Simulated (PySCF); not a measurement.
# One molecule, many functionals

Compound: C₂H₄ClGeN.
InChI=1S/C2H4ClGeN/c3-4-1-2-5/h1,4H2

Linear-response calculations in the def2-SVPD basis (PySCF; singlets by full response, triplets Tamm–Dancoff, core orbitals frozen in the response; HF means time-dependent Hartree–Fock). 'Strongest' is the level of largest summed f among the singlets computed (10 roots, of which the last may lack a degenerate partner); it can jump between rows when another state enters that window. S1 is the lowest singlet of each run and needn't be the same state throughout; f(S1) is that of one state. One conformer (not necessarily the lowest) at the PBE0-D3(BJ)/def2-SVP geometry, without solvent, vibrations or thermal averaging. Relativistic effects, spin–orbit coupling among them, are left out although an element past zinc is present.

| functional | kind | S1 (eV) | f(S1) | strongest (eV) | T1 (eV) | HOMO (eV) | gap (eV) | ionisation energy, ΔSCF (eV) |
| --- | --- | --- | --- | --- | --- | --- | --- | --- |
| LDA | LDA | 5.99 | 0.014 | 6.63 | 5.73 | -7.74 | 5.84 | 11.36 |
| B3LYP | global hybrid, 20% exact exchange | 6.59 | 0.021 | 7.28 | 6.04 | -8.64 | 7.58 | 10.76 |
| PBE0 | global hybrid, 25% exact exchange | 6.80 | 0.018 | 7.49 | 6.04 | -8.89 | 8.10 | 10.82 |
| BHandHLYP | global hybrid, 50% exact exchange | 7.26 | 0.008 | 7.61 | 5.98 | -10.04 | 10.04 | 11.06 |
| CAM-B3LYP | range-separated hybrid | 7.02 | 0.023 | 7.63 | 6.13 | -10.22 | 10.32 | 11.10 |
| wB97X-D | range-separated hybrid | 7.14 | 0.023 | 7.71 | 6.23 | -10.73 | 11.65 | 11.06 |
| LC-wPBE | range-separated hybrid | 7.48 | 0.018 | 9.04 | 6.14 | -11.60 | 12.81 | 11.42 |
| HF | Hartree–Fock | 6.84 | 0.000 | 9.64 | 5.37 | -11.86 | 13.55 | not settled |

Problem. What does PBE (GGA) give?

Solution. S1 (eV) 6.07, f(S1) 0.014, strongest (eV) 6.77, T1 (eV) 5.77, HOMO (eV) -7.60, gap (eV) 5.94, ionisation energy, ΔSCF (eV) 10.40. S1 runs from 5.99 eV (LDA) to 7.48 eV (LC-wPBE), a spread of 1.49 eV, while the orbital gap spreads over 7.7 eV. −ε(HOMO) comes closest to its own ΔSCF ionisation energy with LC-wPBE (+0.18 eV) and misses most with LDA (-3.63 eV). 'Not settled' means that the ion's SCF failed to converge or may have ended in another state than the lowest.
